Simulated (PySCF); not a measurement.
`O[SiH2][AsH2]` (AsH5OSi): removing and adding an electron

Parent: `O[SiH2][AsH2]` (AsH5OSi). Atom numbers as in the mapped SMILES `[OH:1][SiH2:2][AsH2:3]`.

Energies: B3LYP-D3(BJ)/ma-def2-TZVP (PySCF, density fitting, integration grid level 2) on B3LYP/6-31G* structures. Thermal corrections: B3LYP/6-31G* frequencies, unscaled, ideal gas at 298.15 K and 1 bar, quasi-RRHO entropy.

Frontier levels of the parent: HOMO -7.16 eV, LUMO -0.83 eV.

Oxidation to the radical cation:
```
Vertical ionisation energy (electronic)              : 9.45 eV
Adiabatic ionisation energy (with zero-point energy) : 8.71 eV
Adiabatic, electronic part                           : 8.72 eV
Vertical gap at the product's structure              : 7.81 eV
Inner reorganisation energy (four-point)             : 1637 meV
Relaxation of product / of parent                    : 728 / 910 meV
⟨S²⟩ of the product                                  : 0.753
Largest spin populations                             : As3 0.93
Largest changes of atomic charge                     : As3 0.44, Si2 0.15, H (on As3) 0.09, H (on Si2) 0.09
Distances that move most (Å)                         : Si2–As3 2.394 → 2.511; O1–Si2 1.671 → 1.622; As3–H 1.537 → 1.516; As3–H 1.538 → 1.517
```

Vertical electron affinity to the radical anion: -0.41 eV. The product does not keep its bonds on relaxation, so no adiabatic value is given. The value is negative, so the extra electron is not bound, and the number hangs on the basis.

Caveats: spin-orbit coupling is left out of the energies, which matters for open shells on the heavier atoms; atoms from Ga to Kr are treated without relativity.
